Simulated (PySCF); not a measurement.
(1S)-2,2-difluorocyclopropan-1-ol (C3H4F2O), SMILES O[C@H]1CC1(F)F.

The structure is a stationary point at B3LYP-D3(BJ)/def2-SVP. The values are those of a single conformer.

All values below come from B3LYP-D3(BJ)/def2-SVP in PySCF 2.14.0.

Harmonic, unscaled wavenumbers; measured fundamentals usually lie a few per cent lower.

```csv
mode,ν (cm⁻¹),IR (km/mol),Raman (Å⁴/amu),depolarisation,moving atoms (share of kinetic energy)
1,160,78.2,1.5,0.75,"H 72 %, O 18 %"
2,213,7.9,0.1,0.65,"F 51 %, O 34 %, H 9 %"
3,255,7.6,1.1,0.75,"F 36 %, H 30 %, O 17 %, C 16 %"
4,391,5.1,1.2,0.64,"F 48 %, C 20 %, H 17 %, O 15 %"
5,458,1.5,2.5,0.64,"H 46 %, C 30 %, O 17 %"
6,482,12.0,1.7,0.71,"F 61 %, C 30 %"
7,616,7.3,2.1,0.64,"C 52 %, F 24 %, H 22 %"
8,718,17.0,6.5,0.75,"C 41 %, F 40 %, H 17 %"
9,842,19.6,8.5,0.15,"H 41 %, C 26 %, O 18 %, F 15 %"
10,898,12.7,4.8,0.53,"H 62 %, C 22 %, F 14 %"
11,988,30.3,10.2,0.20,"C 54 %, H 33 %, F 11 %"
12,1004,11.2,0.8,0.73,"H 75 %, C 22 %"
13,1050,102.5,6.0,0.43,"C 68 %, H 22 %"
14,1091,59.2,3.6,0.75,"H 60 %, C 36 %"
15,1199,77.8,2.6,0.75,"C 40 %, H 36 %, O 22 %"
16,1283,139.1,0.4,0.32,"C 61 %, H 25 %, F 12 %"
17,1310,60.9,2.0,0.40,"C 51 %, H 42 %"
18,1350,66.8,8.3,0.69,"H 72 %, C 21 %"
19,1389,7.8,5.7,0.65,"H 81 %, C 16 %"
20,1523,112.9,3.9,0.11,"C 77 %, H 19 %"
21,3130,0.2,104.2,0.10,H 95 %
22,3149,10.3,105.1,0.24,"H 92 %, C 8 %"
23,3238,0.2,59.1,0.74,"H 89 %, C 11 %"
24,3787,56.8,55.3,0.23,H 94 %
```
